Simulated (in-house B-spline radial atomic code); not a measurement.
# Tm⁶⁺: [He] 2s1 (2p1/2)1 (2p3/2)4 3s2 3p6 3d10 4s2 4p6 4d10 4f11 5s2 5p6 (with a hole in an inner shell)

All numbers are computed (Dirac-Hartree-Fock, average of the jj configuration; Fermi nucleus of rms radius 5.2256 fm) with an all-electron radial atomic-structure program (B-spline basis), not measured.

Screening seen three ways: the hydrogenic charge with the same mean radius, Z_r = [3n² - l(l+1)]/(2<r>), the one with the same energy, Z_e = n√(-2ε), and Slater's rules. Values are occupation-weighted means over j. An effective charge above Z reflects the relativistic contraction of the inner shells.

```json
{"shell": "1s", "electrons": "2", "ε (eV)": "-60445", "<r> (bohr)": "0.01999", "Z_r": "75.02", "Z_e": "66.65", "Slater": "68.70"}
{"shell": "2s", "electrons": "1", "ε (eV)": "-10656", "<r> (bohr)": "0.08379", "Z_r": "71.60", "Z_e": "55.97", "Slater": "65.55"}
{"shell": "2p", "electrons": "5", "ε (eV)": "-9388.4", "<r> (bohr)": "0.0752", "Z_r": "66.49", "Z_e": "52.54", "Slater": "65.55"}
{"shell": "3s", "electrons": "2", "ε (eV)": "-2565.9", "<r> (bohr)": "0.2158", "Z_r": "62.55", "Z_e": "41.20", "Slater": "59.45"}
{"shell": "3p", "electrons": "6", "ε (eV)": "-2213.1", "<r> (bohr)": "0.214", "Z_r": "58.42", "Z_e": "38.26", "Slater": "59.45"}
{"shell": "3d", "electrons": "10", "ε (eV)": "-1758.1", "<r> (bohr)": "0.1933", "Z_r": "54.33", "Z_e": "34.10", "Slater": "49.85"}
{"shell": "4s", "electrons": "2", "ε (eV)": "-620.48", "<r> (bohr)": "0.4847", "Z_r": "49.52", "Z_e": "27.01", "Slater": "43.25"}
{"shell": "4p", "electrons": "6", "ε (eV)": "-497.31", "<r> (bohr)": "0.5089", "Z_r": "45.19", "Z_e": "24.18", "Slater": "43.25"}
{"shell": "4d", "electrons": "10", "ε (eV)": "-323.28", "<r> (bohr)": "0.5417", "Z_r": "38.77", "Z_e": "19.50", "Slater": "31.85"}
{"shell": "5s", "electrons": "2", "ε (eV)": "-156.01", "<r> (bohr)": "1.129", "Z_r": "33.21", "Z_e": "16.93", "Slater": "15.90"}
{"shell": "4f", "electrons": "11", "ε (eV)": "-126", "<r> (bohr)": "0.6176", "Z_r": "29.15", "Z_e": "12.17", "Slater": "21.50"}
{"shell": "5p", "electrons": "6", "ε (eV)": "-119.05", "<r> (bohr)": "1.257", "Z_r": "29.03", "Z_e": "14.79", "Slater": "15.90"}
```

The least bound orbital is 5p3/2 at -116.2 eV, and it is also the most diffuse (<r> = 1.28 bohr). The part-filled 2s shell lies below the filled 5p shell in orbital energy.

For the 1s electron the small component carries 6.69 % of the norm, the zero-frequency Breit interaction raises the level by 177.7 eV, self-energy by 118.1 eV, and vacuum polarisation lowers it by 20.74 eV.
